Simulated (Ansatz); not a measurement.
B$_{2}$HIOZn, SMILES `I[B]1O[BH][Zn]1`. Total charge 0; spin multiplicity 1. I takes the def2 core potential.

Z-matrix (Å, degrees):
```
B
O 1 1.392
I 1 2.126 2 118.0
Zn 1 2.143 2 84.5 3 180.0
B 2 1.382 1 121.7 3 -180.0
H 5 1.195 2 118.5 1 180.0
```

List the harmonic frequencies (cm⁻¹, unscaled) at PBE0-D4/def2-TZVP in Ansatz. (An estimate is asked.)

The calculation gave: 118, 132, 232, 334, 374, 510, 687, 725, 929, 1104, 1145, 2637.

Is this a minimum?

Yes, all 12 modes are real.

Give the ideal-gas thermochemistry at 298.15 K and 1 bar (rigid rotor, harmonic oscillator; point group Cs, symmetry number 1).

Zero-point energy 53.4 kJ/mol; H(298) − E = 71.5 kJ/mol; entropy 349.1 J/(mol·K), of which translation 176.7, rotation 123.5, vibration 48.9; G(298) − E = -32.5 kJ/mol.
